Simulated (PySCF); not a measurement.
## From computed data to an observable: chemical shift, span and skew from a shielding tensor

1-chloro-2,2-difluoropropane (C3H5ClF2), SMILES CC(F)(F)CCl. Atoms are numbered in the order given.

```xyz
11

C     -1.7364    -0.1873     0.0351
C     -0.4653     0.6179    -0.0818
F     -0.1245     1.1094     1.1417
F     -0.6835     1.7007    -0.8922
C      0.7415    -0.1004    -0.6749
Cl     1.1804    -1.5492     0.2508
H     -1.5746    -1.0442     0.7015
H     -2.5229     0.4587     0.4498
H     -2.0471    -0.5479    -0.9557
H      1.5921     0.5940    -0.6667
H      0.5205    -0.3962    -1.7086
```

Coordinates come from a ωB97X-D3(BJ)/def2-SVP optimisation. Other conformers were not sampled.

GIAO shieldings from PBE/pcSseg-1 run with PySCF, non-relativistic, no solvent. The symmetric part of the tensor of C2 has the principal values 37.4, 44.9, 65.4 ppm. The same nucleus in TMS has σ = 182.0 ppm at this level (PySCF, at its B3LYP-D3(BJ)/def2-TZVP geometry). Without spin–orbit terms, shifts of atoms bonded to Cl or Br come out too high.

### Question
Work out the isotropic shielding, the ¹³C shift against TMS, the span and the skew.

### Answer

σ(iso) = (σ11 + σ22 + σ33)/3 = 49.2 ppm. δ = σ(ref) − σ(iso) = 182.0 − (49.2) = 132.8 ppm.
Span Ω = σ33 − σ11 = 28.0 ppm. Skew κ = 3(σ(iso) − σ22)/Ω = 0.46. Tumbling in solution averages the tensor to δ; in a static solid the shielding alone would spread this spin-1/2 line over Ω.
